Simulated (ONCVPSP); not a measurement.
# An all-electron radial function and its pseudo partner (Cs (Z = 55))

Columns: radius, all-electron u(r) and pseudo u(r) of the 5s shell (level -29.21 eV) of caesium in the configuration [Kr] 4d10 5s2 5p6 6s0.5; PBEsol, scalar-relativistic, ONCV scheme, ONCVPSP 4.0.1.

```json
{"r (bohr)": "0.160", "all-electron": "0.1697", "pseudo": "0.1292"}
{"r (bohr)": "0.320", "all-electron": "0.0771", "pseudo": "0.2551"}
{"r (bohr)": "0.480", "all-electron": "-0.4174", "pseudo": "0.3744"}
{"r (bohr)": "0.640", "all-electron": "-0.3986", "pseudo": "0.4835"}
{"r (bohr)": "0.800", "all-electron": "-0.0603", "pseudo": "0.5788"}
{"r (bohr)": "0.960", "all-electron": "0.3209", "pseudo": "0.6575"}
{"r (bohr)": "1.120", "all-electron": "0.6158", "pseudo": "0.7171"}
{"r (bohr)": "1.280", "all-electron": "0.7970", "pseudo": "0.7559"}
{"r (bohr)": "1.440", "all-electron": "0.8792", "pseudo": "0.7729"}
{"r (bohr)": "1.600", "all-electron": "0.8883", "pseudo": "0.7684"}
{"r (bohr)": "1.760", "all-electron": "0.8491", "pseudo": "0.7441"}
{"r (bohr)": "1.920", "all-electron": "0.7815", "pseudo": "0.7029"}
{"r (bohr)": "2.080", "all-electron": "0.6999", "pseudo": "0.6488"}
{"r (bohr)": "2.240", "all-electron": "0.6143", "pseudo": "0.5858"}
{"r (bohr)": "2.400", "all-electron": "0.5309", "pseudo": "0.5179"}
{"r (bohr)": "2.560", "all-electron": "0.4532", "pseudo": "0.4489"}
{"r (bohr)": "2.720", "all-electron": "0.3831", "pseudo": "0.3823"}
{"r (bohr)": "2.880", "all-electron": "0.3213", "pseudo": "0.3212"}
{"r (bohr)": "3.040", "all-electron": "0.2677", "pseudo": "0.2677"}
{"r (bohr)": "3.200", "all-electron": "0.2219", "pseudo": "0.2218"}
{"r (bohr)": "3.360", "all-electron": "0.1831", "pseudo": "0.1830"}
{"r (bohr)": "3.520", "all-electron": "0.1505", "pseudo": "0.1505"}
{"r (bohr)": "3.680", "all-electron": "0.1233", "pseudo": "0.1233"}
{"r (bohr)": "3.840", "all-electron": "0.1008", "pseudo": "0.1008"}
{"r (bohr)": "4.000", "all-electron": "0.0822", "pseudo": "0.0822"}
{"r (bohr)": "4.160", "all-electron": "0.0669", "pseudo": "0.0669"}
```

How many radial nodes do the two functions have?

The all-electron 5s function has n − l − 1 = 4 (the table is too coarse to show those close to the nucleus); the pseudo-wave has 0, since the states of the same l below it are removed with the core.

At about which radius was the pseudo-wave matched?

3.00 bohr, where the columns begin to agree (steps of 0.16 bohr).

Where does each function peak?

Outermost all-electron maximum near 1.60 bohr, pseudo maximum near 1.44 bohr (to the table’s step).

Is the pseudo-wave norm-conserving?

Yes: the ONCV scheme keeps the norm inside the radius equal to the all-electron one, which fixes the energy derivative of the logarithmic derivative at the level.
